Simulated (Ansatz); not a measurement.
`O[Si@H](Cl)[Si@@H](O)F` and `C[Si@H](O)[Si@H](O)F` differ in one atom or group (the configuration at a centre changes too).

Ansatz, PBE0-D4/def2-TZVP geometries, multiplicity 1. Each molecule was computed in one conformer, which needn't be the lowest.

```csv
property,`O[Si@H](Cl)[Si@@H](O)F`
"ideal-gas entropy at 298 K and 1 bar (rigid rotor, harmonic PBE0-D4/def2-TZVP) / J/(mol·K)",397
HOMO–LUMO gap (ωB97M-V/def2-TZVPP) / eV,11.02
LUMO energy (PBE0/def2-TZVPP) / eV,-0.80
size of the dipole moment (PBE/def2-TZVPP) / D,1.58
size of the dipole moment (B3LYP/def2-TZVPP) / D,1.57
HOMO energy (PBE0/def2-TZVPP) / eV,-8.03
```

What does the change do to each property? (An estimate is asked.)

Computed: 
```
                                                                                  property  `C[Si@H](O)[Si@H](O)F`  shift
ideal-gas entropy at 298 K and 1 bar (rigid rotor, harmonic PBE0-D4/def2-TZVP) / J/(mol·K)                     407     10
                                                   HOMO–LUMO gap (ωB97M-V/def2-TZVPP) / eV                   11.03   0.01
                                                        LUMO energy (PBE0/def2-TZVPP) / eV                   -0.45   0.35
                                            size of the dipole moment (PBE/def2-TZVPP) / D                    1.45  -0.13
                                          size of the dipole moment (B3LYP/def2-TZVPP) / D                    1.61   0.04
                                                        HOMO energy (PBE0/def2-TZVPP) / eV                   -7.71   0.32
```

The zero-point energy changes by 90.6 kJ/mol with +9 modes. Dipoles are sizes alone; their direction can turn. Modes under 60 cm⁻¹, often nearly free rotors, make the harmonic entropy too high.

B3LYP here is the variant with VWN-RPA as its local correlation; programs differ in this.
